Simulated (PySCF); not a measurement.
## SMILES C=CCNN=C(C)C, C$_{6}$H$_{12}$N$_{2}$

Geometry:
| atom | x (Å) | y (Å) | z (Å) |
| --- | --- | --- | --- |
| C1 | 3.941 | 0.314 | -0.028 |
| C2 | 2.749 | 0.728 | 0.358 |
| C3 | 1.547 | 0.780 | -0.532 |
| N4 | 0.417 | 0.155 | 0.124 |
| N5 | -0.790 | 0.543 | -0.333 |
| C6 | -1.838 | -0.155 | -0.175 |
| C7 | -1.890 | -1.526 | 0.454 |
| C8 | -3.133 | 0.431 | -0.642 |
| H9 | 4.123 | -0.017 | -1.038 |
| H10 | 4.787 | 0.299 | 0.638 |
| H11 | 2.573 | 1.054 | 1.375 |
| H12 | 1.256 | 1.821 | -0.707 |
| H13 | 1.775 | 0.319 | -1.505 |
| H14 | 0.550 | -0.835 | 0.327 |
| H15 | -1.650 | -1.466 | 1.517 |
| H16 | -1.166 | -2.196 | -0.015 |
| H17 | -2.880 | -1.958 | 0.344 |
| H18 | -3.843 | 0.480 | 0.183 |
| H19 | -3.567 | -0.190 | -1.426 |
| H20 | -2.966 | 1.431 | -1.031 |

Theory: PySCF, GIAO PBE/pcSseg-1 magnetisability, rotational g tensor and spin-rotation constants, non-relativistic, gas phase. Geometry: GFN2-xTB.

What are the magnetisability and the molar susceptibility?

Isotropic -1228 × 10⁻³⁰ J/T², or -74.0 × 10⁻⁶ cm³/mol; principal values -1282, -1245, -1157 × 10⁻³⁰ J/T², anisotropy 111 × 10⁻³⁰ J/T² (root of half the summed squared differences of the principal values). The susceptibility is in cgs units.

Split it along the inertial axes a, b, c into diamagnetic and paramagnetic parts about the centre of mass, with the quadrupole moment.


| axis | χ (10⁻⁶ cm³/mol) | diamagnetic (10⁻⁶ cm³/mol) | paramagnetic (10⁻⁶ cm³/mol) | summed x² of all electrons (Å²) | quadrupole Θ (D Å) |
| --- | --- | --- | --- | --- | --- |
| a | -70.1 | -319.0 | 248.9 | 375.8 | +4.12 |
| b | -76.5 | -1685.1 | 1608.6 | 53.8 | -2.60 |
| c | -75.3 | -1822.6 | 1747.3 | 21.4 | -1.52 |

Anisotropies 2χaa − χbb − χcc = +11.6 and 2χbb − χaa − χcc = -7.6 × 10⁻⁶ cm³/mol. Θ is traceless in Buckingham's convention.

And the rotational g tensor?


| axis | rotational constant (GHz) | g | nuclear part | electronic part |
| --- | --- | --- | --- | --- |
| a | 6.3867 | -0.0609 | 0.6859 | -0.7469 |
| b | 0.7855 | -0.0037 | 0.5900 | -0.5937 |
| c | 0.7253 | -0.0040 | 0.5913 | -0.5954 |

Asymmetric top; isotopes 12C, 1H, 14N; no vibrational averaging.
